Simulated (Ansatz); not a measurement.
Isolated molecules relaxed with PBE0-D4/def2-TZVP in Ansatz; ΔE leaves out vibrations. CCSD(T)/CBS is the MP2 limit (def2-TZVPP, def2-QZVPP) plus CCSD(T) − MP2 in def2-TZVPP, frozen cores. This one scheme is used for every species. DFT in def2-TZVPP. Each species was taken in one conformer, which may not be the lowest.

Reaction (dimerisation): 2 `OBCl` → `Cl[B@H-]1[OH+][B@H-](Cl)[OH+]1`

| level | ΔE (kcal/mol) |
| --- | --- |
| B97M-V | -0.8 |
| MP2/def2-TZVPP | -4.9 |

Question: What does CCSD(T)/CBS give? (Estimate.)

Answer: The calculation gave: -2.9 kcal/mol. The listed levels differ from it by 2.1, -2.0 kcal/mol.

Largest T1 diagnostic among the species: 0.012.

In def2-TZVPP, CCSD(T) changes the Hartree–Fock value by −13.2 kcal/mol (the triples alone add −1.3 kcal/mol) and MP2 by −14.6 kcal/mol. From r2SCAN to r2SCAN0 (25 % exact exchange), in def2-TZVPP and without D4, ΔE moves by −1.8 kcal/mol. The D4 term adds −4.8 kcal/mol with B3LYP and −2.6 kcal/mol with PBE0; it sums over pairs of atoms, weighted by their polarisabilities, and B3LYP, whose exchange is more repulsive, gets the larger term.

B3LYP here is the variant with VWN-RPA as its local correlation; programs differ in this.
